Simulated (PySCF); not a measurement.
# Exercise with solution: entropy of an ideal gas

C2Si, SMILES [C]1[C][Si]1 (connectivity only; charge and spin as stated), neutral, multiplicity 1.

The structure is a stationary point at ωB97X-D3(BJ)/def2-TZVP.

ωB97X-D3(BJ)/def2-TZVP in PySCF 2.14.0 gives the harmonic wavenumbers 139, 832, 1868 cm⁻¹ and the rotational temperatures 2.5385, 0.6322, 0.5062 K. The molar mass is 52.11 g/mol, the symmetry number 2, the spin multiplicity 1.

Task: Work out the entropy at 298.15 K and 1 atm in the rigid-rotor, harmonic-oscillator model.

Result: 
Translation (Sackur–Tetrode at 1 atm): S = R[1.5 ln M + 2.5 ln T − 1.16487] = 158.1 J/(mol K).
Rotation: q = (√π/σ) T^1.5/√(θA θB θC) = 5060, S = R[ln q + 3/2] = 83.4 J/(mol K).
Vibration: with u = 1.4388 ν/T, each mode gives R[u/(e^u − 1) − ln(1 − e^−u)]:
```csv
ν (cm⁻¹),modes,u,S (J/(mol K))
139,1,0.67,11.79
832,1,4.01,0.76
1868,1,9.01,0.01
```
These are all the modes. Sum 12.6 J/(mol K).
Spin: R ln 1 = 0.0 J/(mol K).
Total 254.0 J/(mol K); the program's own thermochemistry gives 254.0. Translation makes up 62 % and vibration 5 %. Anharmonicity, hindered rotation and orbital degeneracy are left out.
